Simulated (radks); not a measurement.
All-electron atom: Dy II in [Xe] 4f10 6s1 (the NIST ground configuration).

Calculated with a radial shooting solver on a logarithmic mesh with Libxc functionals: scalar-relativistic Kohn-Sham, Slater X-alpha with alpha = 0.925, spin-polarised, spherical densities, finite nucleus; open shells are filled with parallel spins first (spin-orbit coupling, left out, can overturn this in heavy ions); Fermi nuclear charge, rms radius 5.2218 fm.

Energy parts (eV):
total: -333030.26
kinetic: 359274.50
electron-nucleus: -812992.30
Hartree: 130147.11
exchange: -9459.57

Orbitals (lengths in bohr, moments of r in powers of bohr; r(max) is where P^2 peaks):
\begin{tabular}{lrrrrrr}
orbital & occ. & eigenvalue (eV) & <r^4> & <r^2> & r(max) & <1/r> \\ \hline
1s up & 1 & -53852.59 & 9.873e-07 & 0.0006083 & 0.01337 & 74.61 \\
1s down & 1 & -53852.57 & 9.873e-07 & 0.0006083 & 0.01337 & 74.61 \\
2s up & 1 & -9010.624 & 0.0001544 & 0.009477 & 0.07590 & 17.37 \\
2s down & 1 & -9010.521 & 0.0001544 & 0.009477 & 0.07590 & 17.37 \\
2p up & 3 & -8010.773 & 0.0001159 & 0.007658 & 0.06151 & 16.14 \\
2p down & 3 & -8010.698 & 0.0001159 & 0.007657 & 0.06151 & 16.14 \\
3s up & 1 & -2020.680 & 0.005872 & 0.06242 & 0.2148 & 6.401 \\
3s down & 1 & -2018.141 & 0.005855 & 0.06233 & 0.2147 & 6.406 \\
3p up & 3 & -1712.585 & 0.006149 & 0.06255 & 0.2108 & 6.005 \\
3p down & 3 & -1710.068 & 0.006128 & 0.06245 & 0.2107 & 6.010 \\
3d up & 5 & -1315.200 & 0.004832 & 0.05218 & 0.1719 & 5.701 \\
3d down & 5 & -1313.247 & 0.004807 & 0.05206 & 0.1718 & 5.706 \\
4s up & 1 & -410.3209 & 0.1432 & 0.3138 & 0.4918 & 2.704 \\
4s down & 1 & -404.9337 & 0.1434 & 0.3139 & 0.4916 & 2.703 \\
4p up & 3 & -308.3704 & 0.1876 & 0.3541 & 0.5130 & 2.483 \\
4p down & 3 & -303.0486 & 0.1883 & 0.3545 & 0.5129 & 2.481 \\
4d up & 5 & -168.9316 & 0.2911 & 0.4227 & 0.5303 & 2.195 \\
4d down & 5 & -163.7144 & 0.2947 & 0.4245 & 0.5302 & 2.191 \\
5s up & 1 & -59.9031 & 5.050 & 1.840 & 1.143 & 1.039 \\
5s down & 1 & -57.1956 & 5.271 & 1.881 & 1.153 & 1.024 \\
5p up & 3 & -35.5409 & 10.45 & 2.578 & 1.299 & 0.8692 \\
5p down & 3 & -33.3946 & 10.72 & 2.625 & 1.315 & 0.8561 \\
4f up & 7 & -16.3414 & 2.212 & 0.8648 & 0.5289 & 1.629 \\
4f down & 3 & -11.7014 & 2.868 & 0.9563 & 0.5313 & 1.592 \\
6s up & 1 & -10.4808 & 279.6 & 13.78 & 3.114 & 0.3570 \\
6s down & 0 & -7.7537 & 310.6 & 14.10 & 3.035 & 0.3623 \\
\end{tabular}

The highest occupied level is 6s up at -10.481 eV. The electron density at the nucleus is 7.781e+05 e/bohr^3 (large components only). Summed over all electrons, <r^2> = 50.11 bohr^2, which gives a Langevin (diamagnetic) susceptibility term of -39.7 x 10^-6 cm^3/mol. For comparison, the ionisation energy in NIST's Atomic Spectra Database is 11.65 eV (semi-empirical). In exact Kohn-Sham theory the highest level is minus the ionisation energy, but local and semilocal functionals leave it too shallow, through self-interaction and a potential that decays too fast; potentials with the right tail come closer. Spin moment in Bohr magnetons: 5. The density falls to 0.001 e/bohr^3 at r = 4.32 bohr. The spin density at the nucleus is 40.18 e/bohr^3 (1s 0.23, 2s -1.47, 3s -15.36, 4s 2.37, 5s 13.35, 6s 41.08).
